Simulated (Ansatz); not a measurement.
An input meant for K2F2⁺ (charge 1, doublet).

```yaml
crystal:
  periodic: [true, true, true]
  atoms:
    - {symbol: K, position_ang: [-1.584377, -1.683199, 0.118583]}
    - {symbol: K, position_ang: [1.585671, 1.681955, -0.118930]}
    - {symbol: F, position_ang: [0.121187, -0.045929, 0.966563]}
    - {symbol: F, position_ang: [-0.122472, 0.047163, -0.966216]}
basis:
  gaussian: {orbitals: def2-mTZVP}
total_charge: 1
magnetization: {spin_polarized: true, initial_magnetization: 1}
hamiltonian: {xc: {name: wB97X-V}}
scf: {omitted_lower_state_checks: [starts]}
output: {forces: true}
```

```sh
$ ansatz run in.yaml --threads 2 --pin off --events-out ev --progress --plain --max-ram 4352MiB
```

(1) Predict how Ansatz answers.

Results:

(1) The input was rejected before any iteration. The species is marked periodic without a cell.
```
Error: YAML parse error: error: line 2 column 3: crystal: missing field `lattice` (a structure is typed as `lattice` and `atoms`, a molecule's as `atoms` in Å alone, or read from a run's directory, `checkpoint`)
 --> <input>:2:3
1 | crystal:
2 |   periodic: [true, true, true]
3 |   atoms:
4 |     - {symbol: K, position_ang: [-1.584377, -1.683199, 0.118583]}
```
